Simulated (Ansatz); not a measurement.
A further run on Be3S2 (the lowest singlet isomer of a short search).

```yaml
crystal:
  periodic: [false, false, false]
  atoms:
    - {symbol: Be, position_ang: [-0.699068, 1.298842, -0.078260]}
    - {symbol: Be, position_ang: [0.852629, -0.276511, -0.008117]}
    - {symbol: Be, position_ang: [-1.326736, -0.641857, 0.097536]}
    - {symbol: S, position_ang: [-0.000116, -2.004244, 0.158872]}
    - {symbol: S, position_ang: [1.173300, 1.623770, -0.170041]}
basis:
  gaussian: {orbitals: "6-31++G**", point_charges: [{charge: 1.00, position_ang: [5.286, 0.851, 0.443]}]}
hamiltonian: {xc: {name: PBE0}}
scf: {lower_state_search: off}
output: {forces: true}
```

```sh
$ ansatz run in.yaml --threads 4 --pin off --events-out ev --progress --plain --max-ram 3916MiB
```

Shortened log:

```
Functional definition: PBE0
860 factors; integrals over basis functions are off by at most 1.3e-3 eV
mean field evaluation 1: about -22864.6840 eV, gradient 2.8e1 eV
mean field evaluation 2: about -22862.7950 eV, gradient 3.8e1 eV
mean field evaluation 4: about -22867.6201 eV, gradient 1.7e0 eV
mean field evaluation 8: about -22867.8472 eV, gradient 2.1e-1 eV
mean field evaluation 16: about -22867.8473 eV, gradient 4.3e-5 eV
mean field -22867.84732901 eV, -840.3778889575 hartree, gradient 2.5e-6 eV, S^2 0.000000; 0 other end points of the search recorded, 0 dependent functions left out
reference -22867.84737794 eV, -840.3778907555 hartree; 22, 22 occupied and 81, 81 virtual orbitals, 860 factors
Total energy: -22867.84737794 eV, -840.3778907555 hartree
Atom 0 at    -0.699068     1.298842    -0.078260 Å, force    -0.153975    -0.002407     0.013124 eV/Å
Atom 1 at     0.852629    -0.276511    -0.008117 Å, force    -0.504128    -0.268492    -0.011340 eV/Å
Atom 2 at    -1.326736    -0.641857     0.097536 Å, force     0.073629    -0.072495    -0.001360 eV/Å
Atom 3 at    -0.000116    -2.004244     0.158872 Å, force     0.183711     0.285547    -0.012026 eV/Å
Atom 4 at     1.173300     1.623770    -0.170041 Å, force     0.549209    -0.027895     0.036698 eV/Å
Dipole moment:    -0.939120     0.043783    -0.015611 e Å
Checks for a lower state left out: stability, starts, cluster_reference, orbital_swaps, neighbouring_geometries, increment
```

It took 0.95 s on 4 threads of Arm Neoverse V2 on a shared host.

The 6-31G sets use Cartesian d functions.
